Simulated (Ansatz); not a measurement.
`NB(S)[SiH2]Br` + `CC[SiH3]` → `CB(N)S` + `[SiH3]C[SiH2]Br`  (redistribution)

Calculated with Ansatz (gas phase, PBE0-D4/def2-TZVP geometries, no zero-point term in ΔE). CBS: MP2 limit from def2 TZ/QZ plus the TZ coupled-cluster correction, frozen cores. Functionals use def2-TZVPP. For Br outer-core shells are correlated without core-valence functions, which leaves a few kJ/mol of doubt a bond. Scalar relativity is left out up to krypton. One conformer a species, not always the lowest.

CCSD(T)/CBS gives -68.2 kJ/mol.

Question: Another level gave -67.1 kJ/mol. Which?
A. CCSD(T)/def2-TZVPP
B. PBE/def2-TZVPP
C. ωB97M-V/def2-TZVPP
D. PBE0/def2-TZVPP

Answer: A. CCSD(T)/def2-TZVPP -67.1, PBE -57.1, PBE0 -62.7, ωB97M-V -71.5 kJ/mol.

Largest T1 diagnostic among the species: 0.011.

From PBE to PBE0 (25 % exact exchange), in def2-TZVPP and without D4, ΔE moves by −5.5 kJ/mol.

CCSD(T)/CBS has its own doubt, a few kJ/mol and more with outer-core shells, so smaller differences from it don't rank the levels.
